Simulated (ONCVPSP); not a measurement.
**Ag (Z = 47), ONCV: configuration errors across variants**

ONCVPSP 4.0.1 input, shortened (lines: element, Z, core and valence counts, functional; n l f; lmax; l rc ep ncon nbas qcut; lloc lpopt rc5 dvloc0; l nproj debl; icmod fcfact rcfact), LDA (Perdew-Wang 92), scalar-relativistic:

```
  Ag 47.00    6    4  -001012      upf
    1    0    2.00
    2    0    2.00
    2    1    6.00
    3    0    2.00
    3    1    6.00
    3    2   10.00
    4    0    2.00
    4    1    6.00
    4    2   10.00
    5    0    1.00
    2
    0    1.50    0.00    4    8    6.60
    1    1.65    0.00    3    7    8.50
    2    1.15    0.00    4    8    8.10
    4    1    1.00    3.00
    0    2    1.70
    1    1    0.80
    2    1    1.70
    0    0.00    0.00
```

All-electron excitation energies from the reference (eV): (1) 4s2 4p6 4d10 5s0 8.095; (2) 4s2 4p6 4d9 5s0 30.480; (3) 4s2 4p6 4d8 5s0 66.919; (4) 4s2 4p6 4d10 5s0.5 3.182.

Errors AE − PS in meV (a dash: test not solved or not reliable):

| change | (1) | (2) | (3) | (4) | bound ghosts | GHOST(+) flags above zero |
| --- | --- | --- | --- | --- | --- | --- |
| base | -1.7 | -1.8 | +5.1 | -0.6 | none | none |
| local potential polynomial inside 1.00 bohr (lpopt 1, dvloc0 -2 Ha) | -1.7 | -1.5 | +7.0 | -0.6 | none | s |
| local potential polynomial inside 1.00 bohr (lpopt 1, dvloc0 4.5 Ha) | -1.7 | -2.2 | +3.3 | -0.6 | none | none |
| local potential polynomial inside 1.00 bohr (lpopt 1, dvloc0 6.5 Ha) | -1.7 | +0.2 | +15 | -0.6 | none | none |
| local potential polynomial inside 1.00 bohr (lpopt 1, dvloc0 8.5 Ha) | -1.7 | -1.3 | +7.5 | -0.6 | none | none |

**Question.** Give the same row for: local potential polynomial inside 1.00 bohr (lpopt 1, dvloc0 0.5 Ha).

**Answer.** -1.7, -1.6, +6.3, -0.6; bound ghosts: none; GHOST(+) flags above zero: none.
